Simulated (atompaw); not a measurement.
# Scattering properties, PAW (atompaw) potential for manganese

atompaw 4.2.0.5 input, output lines left out:

```
Mn 25
LDA-PW loggrid 1500 logderivrange -8 5 326
4 4 3 0 0 0
4 1 0
3 2 5
0 0 0
c
c
v
v
c
v
v
v
2
1.65 1.35 1.55 1.50
n
n
y
4.55
n
custom polynom2 7 10 vanderbiltortho besselshape
3 0.5 troulliermartins
1.00
1.35
1.35
1.65
1.65
1.15
```

The phase is arctan(r·u′/u) with u = r·R(r), unwrapped; energies in Ry, scanned from -8 to 5 Ry. A pole is an energy at which the radial function vanishes at the test radius. The pseudo phase is shifted by a multiple of π to meet the all-electron one at the reference energy, and phase errors are pseudo minus all-electron; the curves can meet again beyond the range given. Levels narrower than the energy grid can be missing from the lists of poles.

```json
{"channel": "s", "radius (bohr)": "1.65", "reference energy (Ry)": "-0.38", "poles, all-electron": "-5.72", "poles, pseudo": "-5.72", "unbroken range about the reference energy with phases within 0.05 rad": "the whole range", "phase error 1 Ry above the reference energy (rad)": "-0.000"}
{"channel": "p", "radius (bohr)": "1.65", "reference energy (Ry)": "-0.11", "poles, all-electron": "-3.39", "poles, pseudo": "-3.39", "unbroken range about the reference energy with phases within 0.05 rad": "below 2.1", "phase error 1 Ry above the reference energy (rad)": "-0.003"}
{"channel": "d", "radius (bohr)": "1.65", "reference energy (Ry)": "-0.53", "poles, all-electron": "0.47", "poles, pseudo": "0.50", "unbroken range about the reference energy with phases within 0.05 rad": "the whole range", "phase error 1 Ry above the reference energy (rad)": "+0.007"}
```

Phases in the d channel:

| E (Ry) | all-electron | pseudo |
| --- | --- | --- |
| -8.00 | 1.355 | 1.367 |
| -7.52 | 1.348 | 1.360 |
| -7.04 | 1.340 | 1.352 |
| -6.56 | 1.331 | 1.343 |
| -6.08 | 1.321 | 1.333 |
| -5.60 | 1.310 | 1.322 |
| -5.12 | 1.296 | 1.309 |
| -4.64 | 1.280 | 1.293 |
| -4.16 | 1.260 | 1.274 |
| -3.68 | 1.235 | 1.250 |
| -3.20 | 1.202 | 1.217 |
| -2.72 | 1.156 | 1.171 |
| -2.24 | 1.084 | 1.101 |
| -1.76 | 0.954 | 0.972 |
| -1.28 | 0.647 | 0.665 |
| -0.80 | -0.264 | -0.258 |
| -0.32 | -1.165 | -1.163 |
| 0.16 | -1.473 | -1.467 |
| 0.64 | -1.611 | -1.603 |
| 1.12 | -1.695 | -1.687 |
| 1.60 | -1.760 | -1.752 |
| 2.08 | -1.819 | -1.810 |
| 2.56 | -1.879 | -1.871 |
| 3.04 | -1.948 | -1.942 |
| 3.52 | -2.035 | -2.030 |
| 4.00 | -2.153 | -2.151 |
| 4.48 | -2.330 | -2.330 |
| 4.96 | -2.609 | -2.606 |
